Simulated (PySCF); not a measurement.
A structure optimised at B3LYP-D3(BJ)/def2-TZVP, used in a PySCF frequency run:

```
Al
N 1 1.7596
H 2 1.0080 1 124.91
H 2 1.0083 3 110.68 1 180.00
H 1 1.5641 2 121.77 3 180.00
Br 1 2.2681 5 120.90 2 180.00
```

**Question.** Write its SMILES, formula and point group.

**Answer.** [NH2][AlH][Br], AlBrH₃N, Cs

**Question.** What are its rotational constants (standard atomic weights)?

**Answer.** 21.430, 2.3416, 2.1110 GHz
